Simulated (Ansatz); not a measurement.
Potential energy curve for PH (anion, charge -1), lowest doublet found (which spin is the ground state isn't settled by this scan).

Method: Ansatz (a first-principles code) with full CI/aug-cc-pVDZ, frozen core.

**Question.** Relative to R = 1.44 Å, what are the energies at R = 1.00, 1.40, 1.85, 2.00 Å?

**Answer.** 159.8 mEh at 1.00 Å, 1.1 mEh at 1.40 Å, 26.4 mEh at 1.85 Å, 40.7 mEh at 2.00 Å.

Where the anion isn't bound against loss of the electron, the finite basis alone holds it.
